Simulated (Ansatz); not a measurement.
CH$_{6}$MoN$_{2}$O$_{2}$, SMILES `C[N]=[Mo]([NH2])(=[O])[OH]` at its PBE0-D4/def2-TZVP geometry, where that method's forces vanish. The species carries charge 0 and has multiplicity 1. Mo takes the def2 core potential.

| atom | x (Å) | y (Å) | z (Å) |
| --- | --- | --- | --- |
| C1 | 2.087 | 0.344 | -0.347 |
| N2 | 0.781 | -0.086 | 0.008 |
| Mo3 | -0.867 | 0.252 | 0.404 |
| N4 | -1.902 | -0.656 | -0.959 |
| O5 | -1.160 | 1.912 | 0.359 |
| O6 | -1.253 | -0.422 | 2.132 |
| H7 | 2.148 | 1.434 | -0.438 |
| H8 | 2.377 | -0.103 | -1.303 |
| H9 | 2.812 | 0.012 | 0.405 |
| H10 | -1.529 | -1.305 | -1.633 |
| H11 | -2.832 | -0.356 | -1.211 |
| H12 | -0.661 | -1.026 | 2.584 |

**Question.** For each bond, give half the difference of the two atoms' forces along it (eV/Å; positive pushes the atoms apart) under PBE-D4, r2SCAN-D4, B3LYP-D4, ωB97M-V in def2-TZVPP. (Estimate.)

**Answer.** The calculation gave: 
```json
{"bond": "C1–N2", "length (Å)": "1.420", "PBE-D4": "-0.32", "r2SCAN-D4": "-0.11", "B3LYP-D4": "0.04", "ωB97M-V": "0.59"}
{"bond": "C1–H7", "length (Å)": "1.096", "PBE-D4": "0.13", "r2SCAN-D4": "-0.02", "B3LYP-D4": "-0.07", "ωB97M-V": "-0.14"}
{"bond": "C1–H8", "length (Å)": "1.095", "PBE-D4": "0.12", "r2SCAN-D4": "-0.02", "B3LYP-D4": "-0.07", "ωB97M-V": "-0.15"}
{"bond": "C1–H9", "length (Å)": "1.095", "PBE-D4": "0.12", "r2SCAN-D4": "-0.03", "B3LYP-D4": "-0.08", "ωB97M-V": "-0.15"}
{"bond": "N2–Mo3", "length (Å)": "1.728", "PBE-D4": "0.53", "r2SCAN-D4": "0.32", "B3LYP-D4": "0.17", "ωB97M-V": "-0.49"}
{"bond": "Mo3–N4", "length (Å)": "1.937", "PBE-D4": "-0.17", "r2SCAN-D4": "-0.01", "B3LYP-D4": "0.12", "ωB97M-V": "0.20"}
{"bond": "Mo3–O5", "length (Å)": "1.686", "PBE-D4": "0.92", "r2SCAN-D4": "0.49", "B3LYP-D4": "0.39", "ωB97M-V": "-0.30"}
{"bond": "Mo3–O6", "length (Å)": "1.895", "PBE-D4": "-0.06", "r2SCAN-D4": "-0.02", "B3LYP-D4": "0.12", "ωB97M-V": "0.20"}
{"bond": "N4–H10", "length (Å)": "1.007", "PBE-D4": "0.16", "r2SCAN-D4": "-0.03", "B3LYP-D4": "-0.09", "ωB97M-V": "-0.03"}
{"bond": "N4–H11", "length (Å)": "1.010", "PBE-D4": "0.16", "r2SCAN-D4": "-0.03", "B3LYP-D4": "-0.09", "ωB97M-V": "-0.06"}
{"bond": "O6–H12", "length (Å)": "0.959", "PBE-D4": "0.33", "r2SCAN-D4": "0.00", "B3LYP-D4": "-0.07", "ωB97M-V": "-0.06"}
```

B3LYP here is the variant with VWN-RPA as its local correlation; programs differ in this.

Computed with Ansatz.
